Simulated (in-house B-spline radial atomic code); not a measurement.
Ir²⁺: [Xe] 4f13 5d7 9g1 (an excited or competing configuration)

Level of theory: Dirac-Hartree-Fock, average of configuration, Fermi nucleus of rms radius 5.4032 fm; calculated with a B-spline radial code for spherical atoms.

Effective charges: Z_r = [3n² - l(l+1)]/(2<r>) from the radius, Z_e = n√(-2ε) from the energy, and Slater's rules. Values are occupation-weighted means over j. An effective charge above Z reflects the relativistic contraction of the inner shells.

```json
{"shell": "1s", "electrons": "2", "ε (eV)": "-76653", "<r> (bohr)": "0.01744", "Z_r": "86.01", "Z_e": "75.06", "Slater": "76.70"}
{"shell": "2s", "electrons": "2", "ε (eV)": "-13588", "<r> (bohr)": "0.07293", "Z_r": "82.28", "Z_e": "63.20", "Slater": "72.85"}
{"shell": "2p", "electrons": "6", "ε (eV)": "-11903", "<r> (bohr)": "0.06577", "Z_r": "76.03", "Z_e": "59.16", "Slater": "72.85"}
{"shell": "3s", "electrons": "2", "ε (eV)": "-3279", "<r> (bohr)": "0.1895", "Z_r": "71.22", "Z_e": "46.57", "Slater": "65.75"}
{"shell": "3p", "electrons": "6", "ε (eV)": "-2771.2", "<r> (bohr)": "0.1901", "Z_r": "65.76", "Z_e": "42.82", "Slater": "65.75"}
{"shell": "3d", "electrons": "10", "ε (eV)": "-2165.2", "<r> (bohr)": "0.1734", "Z_r": "60.57", "Z_e": "37.85", "Slater": "55.85"}
{"shell": "4s", "electrons": "2", "ε (eV)": "-768.71", "<r> (bohr)": "0.4223", "Z_r": "56.83", "Z_e": "30.07", "Slater": "49.25"}
{"shell": "4p", "electrons": "6", "ε (eV)": "-597.01", "<r> (bohr)": "0.4471", "Z_r": "51.44", "Z_e": "26.50", "Slater": "49.25"}
{"shell": "4d", "electrons": "10", "ε (eV)": "-371.5", "<r> (bohr)": "0.4755", "Z_r": "44.17", "Z_e": "20.90", "Slater": "37.85"}
{"shell": "5s", "electrons": "2", "ε (eV)": "-151.36", "<r> (bohr)": "0.9777", "Z_r": "38.36", "Z_e": "16.68", "Slater": "20.20"}
{"shell": "4f", "electrons": "13", "ε (eV)": "-125.16", "<r> (bohr)": "0.5198", "Z_r": "34.63", "Z_e": "12.13", "Slater": "26.80"}
{"shell": "5p", "electrons": "6", "ε (eV)": "-102.61", "<r> (bohr)": "1.111", "Z_r": "32.85", "Z_e": "13.73", "Slater": "20.20"}
{"shell": "5d", "electrons": "7", "ε (eV)": "-44.033", "<r> (bohr)": "1.488", "Z_r": "23.18", "Z_e": "8.99", "Slater": "7.90"}
{"shell": "9g", "electrons": "1", "ε (eV)": "-1.5132", "<r> (bohr)": "37.12", "Z_r": "3.00", "Z_e": "3.00", "Slater": "-"}
```

The least bound orbital is 9g7/2 at -1.513 eV, and it is also the most diffuse (<r> = 37.12 bohr). The part-filled 4f shell lies below the filled 5p shell in orbital energy.

Spin-orbit splittings of the orbital energies (j = l + 1/2 above j = l - 1/2 when positive): 2p 1630 eV, 3p 362.1 eV, 3d 77.45 eV, 4p 87.24 eV, 4d 16.49 eV, 4f 3.367 eV, 5p 14.98 eV, 5d 1.584 eV, 9g -6.253e-05 eV.

For the 1s electron the small component carries 8.5 % of the norm, the zero-frequency Breit interaction raises the level by 277.8 eV, self-energy by 176 eV, and vacuum polarisation lowers it by 34.82 eV.
